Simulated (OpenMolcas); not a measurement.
Levels of Rh II by method

| Quantity | Value |
| --- | --- |
| Program | OpenMolcas 26.06 |
| Basis | ANO-R3 [8s6p5d3f2g1h] |
| Scalar Hamiltonian | X2C, finite nucleus |
| Active space | 8 electrons in 5 orbitals (4d) |
| State averaging | 2S+1 = 3 even, 10 roots; 2S+1 = 1 even, 15 roots |
| Spin-orbit coupling | RASSI with atomic mean-field integrals over the reference wave functions, term energies averaged over their components |

Methods on the same reference wave functions:
A. CASSCF
B. SS-CASPT2, IPEA 0.25 Eh, imaginary shift 0.1 Eh (closed shells correlated: 4s 4p)

Energies in cm⁻¹ above 4d⁸ ³F₄, the measured ground level; measured values from NIST Handbook of Basic Atomic Spectroscopic Data.

```tsv
Level	A	B	Measured
4d⁸ ³F₄	0.0	0.0	0.0
4d⁸ ³F₃	2382	2400	2401
4d⁸ ³F₂	3746	3540	3581
4d⁸ ¹D₂ [50 %]	11807	8520	
4d⁸ ³P₁	15091	11520	10515
4d⁸ ³P₂ [58 %]	15206	11750	
4d⁸ ³P₀	15385	11750	10761
4d⁸ ¹G₄	18690	14840	14855
4d⁸ ¹S₀	43953	35140
```

Deviations, from unrounded energies. A percentage is the sum of absolute deviations over the sum of measured energies, with the sign that they share, or ± where signs differ.

```
                        Against measurement  Levels      A     B
             mean absolute deviation (cm-1)       5   2600   410
      fine structure of the ground term (%)       2   ±3.1  -0.8
other terms of the ground configuration (%)       3  +36.1  ±5.6
```

B lies closest to measurement on these levels. The largest miss of B in the table is 4d⁸ ³P₁, by +1000 cm-1. The ranking rests on the paired levels alone, and a cruder setting can come out closer through cancelling errors.

From A to B the spin-free energies of the other terms of 4d⁸ shown, above ³F, scale by factors of 0.69 to 0.79.

The lowest spin-free term lies below A's lowest term by 0.608 hartree in B.

Term energies are means over components that CASPT2 splits; among the terms shown or strongly mixed into the levels shown the widest spread is 460 cm-1 (4d⁸ ³F, B). Configurations with an s electron lie low at this charge and mix in, so terms can be misplaced. Without dynamic correlation excited terms often stand tens of per cent too high (terms of higher spin than the ground term too low), and those without a measured partner can miss by more than the paired ones (holds for A). Computed and measured levels are paired by configuration, term and J; levels that our copy of the source lacks, or whose pairing is in doubt (as where it misses far off the trend of its configuration), stay unpaired and out of the deviations. Levels of configurations outside the active space are missing.

A share in square brackets marks a mixed level and gives the weight of the term that names it, the lowest over the columns.
